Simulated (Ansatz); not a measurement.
C₂H₆ClGeN, SMILES `C[N](C)[Ge][Cl]`, relaxed with RKS PBE0-D4/def2-TZVP in Ansatz 0.2.0 from a PBE-D4/def2-SVP geometry. The force threshold is 0.005 eV/Å; the program also tests the step.

The species carries charge 0 and has multiplicity 1.

Start:

```xyz
11

C     0.903    0.523   -0.522
N    -0.335    0.032    0.048
C    -0.194   -1.200    0.806
Ge   -2.045    0.753   -0.056
Cl   -1.588    2.563   -1.302
H     0.718    1.456   -1.087
H     1.353   -0.229   -1.212
H     1.657    0.731    0.273
H     0.198   -2.030    0.173
H    -1.176   -1.522    1.216
H     0.508   -1.077    1.663
```

(1) How much energy does the relaxation release, and in how many steps? (Estimate.)

(2) Which bonds change most? (An estimate is asked.)

(3) Give the relaxed structure. (Best estimate.)

Answers

(1) The calculation gave: 5.29 kJ/mol, in 6 steps, 1 of them rejected.

(2) Ansatz gave: N2–Ge4 from 1.858 to 1.823 Å; Ge4–Cl5 from 2.245 to 2.214 Å; C1–H6 from 1.106 to 1.088 Å; C3–H11 from 1.115 to 1.097 Å.

(3) The calculation gave: 
```xyz
11

C     0.902    0.515   -0.516
N    -0.338    0.041    0.044
C    -0.193   -1.184    0.796
Ge   -2.019    0.741   -0.054
Cl   -1.601    2.533   -1.285
H     0.743    1.437   -1.072
H     1.332   -0.234   -1.193
H     1.637    0.705    0.276
H     0.195   -1.994    0.166
H    -1.158   -1.505    1.202
H     0.500   -1.054    1.637
```
